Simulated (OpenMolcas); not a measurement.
# Ions of charge +3 along the 4f row on the Y site of Cs2NaYBr6

```yaml
Program: OpenMolcas
Method: CASSCF
Spin-orbit_coupling: RASSI with atomic mean-field integrals over the reference wave functions
```

The f shell is active. Each dopant is a cluster with its nearest anions in model potentials and point charges, with no relaxation. Distances were set from a Shannon-type radius of the metal (high-spin where two are listed) plus a fixed donor radius (Br 1.91 Å), in hosts weighted 0.65 to 0.35 with the host's distance in the model lattice. Ligand basis ANO-RCC-VDZP, DKH2 Hamiltonian. States (labels of O, the rotations of Oh). Energies in cm-1 above the lowest state or level, χT in cm3 K/mol; under a threefold ground state the first gap can be a small split of the lowest multiplet, not the spin-orbit step. Free-ion χT is g² J(J+1) / 8 for Hund's level.

| Ion | Shell | R (Å) | Metal basis | Ground state | First state of that spin | First gap with spin-orbit (degeneracies) | Width of lowest J | χT at 300 K | Free-ion χT |
| --- | --- | --- | --- | --- | --- | --- | --- | --- | --- |
| Ce3+ | 4f1 | 2.866 | ANO-RCC-VDZP | 2A2 | 2T2 268.0 | 443.9 (2, 4) | 444 | 0.639 | 0.804 |
| Pm3+ | 4f4 | 2.84 | ANO-RCC-VDZP | 5T2 | 5A1 27.1 | 121.9 (3, 1) | 155 | 0.969 | 0.900 |
| Sm3+ | 4f5 | 2.832 | ANO-RCC-VDZP | 6T1 | 6E 78.3 | 83.2 (2, 4) | 83 | 0.306 | 0.089 |
| Eu3+ | 4f6 | 2.825 | ANO-RCC-VDZP | 7T1 | 7A2 186.9 | 368.4 (1, 3) |  | 1.315 | 0 |
| Gd3+ | 4f7 | 2.819 | ANO-RCC-VDZP | 8A1 |  |  |  | 7.851 | 7.875 |
| Tb3+ | 4f8 | 2.809 | ANO-RCC-VDZP | 7A2 | 7T2 124.0 | 19.3 (1, 3) | 172 | 11.732 | 11.812 |
| Dy3+ | 4f9 | 2.802 | ANO-RCC-VDZP | 6T1 | 6T2 138.7 | 16.0 (2, 4) | 180 | 13.989 | 14.167 |
| Ho3+ | 4f10 | 2.795 | ANO-RCC-VDZP | 5A2 | 5T2 46.4 | 5.4 (2, 3) | 119 | 13.869 | 14.062 |
| Er3+ | 4f11 | 2.788 | ANO-RCC-VDZP | 4T2 | 4A1 5.8 | 0.2 (4, 2) | 121 | 11.384 | 11.475 |
| Tm3+ | 4f12 | 2.781 | ANO-RCC-VDZP | 3T1 | 3E 36.9 | 19.3 (1, 3) | 145 | 7.101 | 7.146 |
| Yb3+ | 4f13 | 2.773 | ANO-RCC-VDZP | 2T1 | 2T2 143.9 | 86.6 (2, 4) | 167 | 2.543 | 2.571 |

χT departs most from the free-ion value for Eu3+, by +1.315 cm3 K/mol.

High states are left out of the spin-orbit mixing, which shifts the levels that they would mix with (holds for Pm3+; Sm3+; Eu3+; Tb3+; Dy3+; Ho3+; Er3+). Without dynamic correlation the ligand-field splitting of an f shell can come out too small, at times by half (holds for Pm3+; Sm3+; Eu3+; Tb3+; Dy3+; Ho3+; Er3+; Tm3+; Yb3+). No quartet enters the spin-orbit mixing, so the splitting and order within the octet and the sextets are unsound, and g values and χT are rough (holds for Gd3+). A group larger than the point group allows holds several states that coincide in this model. No measured value stands beside these numbers; the geometry was set by hand and not optimised.
